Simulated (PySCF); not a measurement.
HCl3Si, SMILES `Cl[SiH](Cl)Cl`, neutral singlet in the gas phase. 

Z-matrix (Å, degrees):
```
Si
H 1 1.4607
Cl 1 2.0299 2 109.44
Cl 1 2.0300 2 109.44 3 -120.00
Cl 1 2.0300 2 109.45 4 -120.00
```
Charge 0, spin multiplicity 1.

All levels are single points at this geometry (CAM-B3LYP-D3(BJ)/def2-TZVP); Pople sets use spherical d functions. Orbital energies aren't observables, and empty levels follow the basis.

```
level                                HOMO (eV)  LUMO (eV)  gap (eV)  dipole (D)  vertical IE, Delta-SCF (eV)
-----------------------------------  ---------  ---------  --------  ----------  ---------------------------
CAM-B3LYP-D3(BJ)/def2-TZVP in PySCF     -10.73       1.07     11.81        0.83                        11.76
TPSSh-D3(BJ)/def2-TZVP in PySCF          -8.65      -0.46      8.19        0.76                            –
B3LYP/6-311+G** in PySCF                 -9.21      -0.76      8.45        1.10                            –
B3LYP/6-31G* in PySCF                    -9.11      -0.32      8.79        1.09                        11.43
BP86/6-31G* in PySCF                     -8.10      -1.19      6.91        1.02                            –
HF/STO-3G in PySCF                      -11.42       6.46     17.88        2.31                            –
```
